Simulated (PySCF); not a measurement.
Members of one family of related compounds. Method used: TDDFT CAM-B3LYP/def2-SVPD, vertical, gas phase, core orbitals frozen in the response (PySCF 2.14.0, density-fitted response routines). Geometries: PBE0-D3(BJ)/def2-SVP; one conformer of each isolated species. Triplets are in the Tamm–Dancoff approximation.

Task: Rank by computed S1–T1 gap, lowest first.
A. `CC(=S)C1COBOC1`
B. `B1OCC(CO1)CC=C`
C. `C=C(C)C1COBOC1`
D. `C1OBOCC1C=O`

Result: A (0.45 eV), D (0.61 eV), C (2.78 eV), B (3.00 eV).

```json
{"SMILES": "CC(=S)C1COBOC1", "S1−T1 (eV)": "0.45", "S1 (eV)": "2.54", "T1 (eV)": "2.09", "S1 mainly": "H→L (99%)", "T1 mainly": "H→L (98%)", "f(S1)": "0.000"}
{"SMILES": "O=CC1COBOC1", "S1−T1 (eV)": "0.61", "S1 (eV)": "4.15", "T1 (eV)": "3.54", "S1 mainly": "H→L (96%)", "T1 mainly": "H→L (95%)", "f(S1)": "0.000"}
{"SMILES": "C=C(C)C1COBOC1", "S1−T1 (eV)": "2.78", "S1 (eV)": "7.08", "T1 (eV)": "4.30", "S1 mainly": "H→L (81%)", "T1 mainly": "H→L+1 (52%)", "f(S1)": "0.149"}
{"SMILES": "C=CCC1COBOC1", "S1−T1 (eV)": "3.00", "S1 (eV)": "7.35", "T1 (eV)": "4.36", "S1 mainly": "H→L (71%)", "T1 mainly": "H→L (49%)", "f(S1)": "0.324"}
```

H and L stand for HOMO and LUMO. For `C=C(C)C1COBOC1` the leading configurations of S1 and T1 differ. Singlets come from full response and triplets from the Tamm–Dancoff approximation.
